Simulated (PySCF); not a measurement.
Radial density of Ge⁺ (germanium, charge +1)

UHF, [Ar] 3d10 4s2 4p1, 2P determinant. Computed with PySCF 2.14 in x2c-SVPall (5s4p3d, 32 functions), with the spin-free X2C one-electron Hamiltonian (Gaussian nucleus).

| r (bohr) | 4πr²ρ (e/bohr) | 4πr²(ρα − ρβ) |
| --- | --- | --- |
| 0.000690 | 0.1972 | 0.0000 |
| 0.00116 | 0.5353 | 0.0000 |
| 0.00195 | 1.371 | 0.0000 |
| 0.00328 | 3.245 | 0.0000 |
| 0.00552 | 7.404 | 0.0000 |
| 0.00929 | 15.44 | 0.0000 |
| 0.0156 | 27.62 | 0.0002 |
| 0.0263 | 38.17 | 0.0015 |
| 0.0442 | 36.82 | 0.0066 |
| 0.0743 | 31.80 | 0.0185 |
| 0.125 | 43.89 | 0.0209 |
| 0.210 | 36.33 | -0.0090 |
| 0.354 | 23.10 | 0.0154 |
| 0.595 | 27.74 | 0.0203 |
| 1.00 | 9.584 | 0.0386 |
| 1.68 | 2.391 | 0.3950 |
| 2.83 | 0.8496 | 0.3296 |
| 4.76 | 0.07583 | 0.0567 |
| 8.01 | 0.0002731 | 0.0002 |

Densities and radii are taken from the X2C orbitals without a picture-change correction, which distorts them close to the nucleus.

Q: Where is the radial spin density 4πr²(ρα − ρβ) most negative, and why is it negative at all?

A: Around r = 0.210 bohr, down to -0.0090 e/bohr: exchange with the open shell polarises the paired shells in an unrestricted calculation.
